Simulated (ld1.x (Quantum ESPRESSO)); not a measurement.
**C, TM: configuration errors across variants**

C (Z = 6), norm-conserving Troullier–Martins (Kleinman–Bylander form), made with ld1.x (Quantum ESPRESSO) 7.5 (PBE, scalar-relativistic). Core [He], reference 2s2 2p1 (charge +1). Waves: 2s (bound): rc 0.85 bohr; 2p (bound): rc 1.30 bohr; 3d channel at 0.25 Ry: rc 1.10 bohr. Local part: the d channel. Core correction: a·sin(br)/r model core, default radius (core density twice the valence density).

All-electron excitation energies from the reference (eV): (1) 2s2 2p2 -10.862; (2) 2s2 2p0 24.156; (3) 2s1 2p0 72.350; (4) 2s2 2p1.5 -6.898; (5) 2s0 2p4 6.114; (6) 2s1 2p3 -2.384; (7) 2s1 2p2 8.754.

Tests that are not counted but printed errors over 1 eV. “type PAW; waves now 2s (bound): rcut 0.75, rcutus 0.85 bohr; 2s channel at -1.3 Ry: rcut 0.75, rcutus 0.85 bohr; 2p (bound): rcut 1.15, rcutus 1.30 bohr; 2p channel at -0.55 Ry: rcut 1.15, rcutus 1.30 bohr; 3d channel at 0.25 Ry: rc 1.10 bohr; augmentation PSQ, radius 0.55 bohr”: 2s2 2p2 (solver errors, printed error -138 eV).

1 further variants failed, have other tests or another functional or relativity, and are left out.

A true bound ghost makes a file unfit for plane-wave use even where its test errors are small: the radial tests pick states by their node count and pass the ghost by. Where a test does run into it, the solver fails or the error is huge.

Errors AE − PS in meV (a dash: test not solved or not reliable):

```csv
change,(1),(2),(3),(4),(5),(6),(7),bound ghosts
base,+8.2,+41,+130,+3.4,+67,+28,+14,none
wave 2p (bound): rc 1.30 bohr becomes 2p (bound): rc 1.94 bohr,+24,+118,+322,+9.6,+104,+61,+7.9,none
"all radii but the core radius scaled by about 0.97 (s 0.82, p 1.26, d 1.06 bohr)",+8.1,+39,+124,+3.3,+70,+29,+15,none
"type PAW; waves now 2s (bound): rcut 0.75, rcutus 0.85 bohr; 2s channel at -1.3 Ry: rcut 0.75, rcutus 0.85 bohr; 2p (bound): rcut 1.15, rcutus 1.30 bohr; 2p channel at -0.55 Ry: rcut 1.15, rcutus 1.30 bohr; 3d channel at 0.25 Ry: rc 1.10 bohr; augmentation PSQ, radius 0.55 bohr",–,-1.7,-12,+0.1,-0.4,+0.1,-0.4,s
wave 3d channel at 0.25 Ry: rc 1.10 bohr becomes 3d channel at 0.25 Ry: rc 1.02 bohr,+8.3,+41,+131,+3.4,+67,+28,+14,none
```

(1) Give the same row for: wave 2s (bound): rc 0.85 bohr becomes 2s (bound): rc 1.16 bohr.

Results:

(1) +8.0, +41, +133, +3.3, +56, +24, +11; bound ghosts: none.
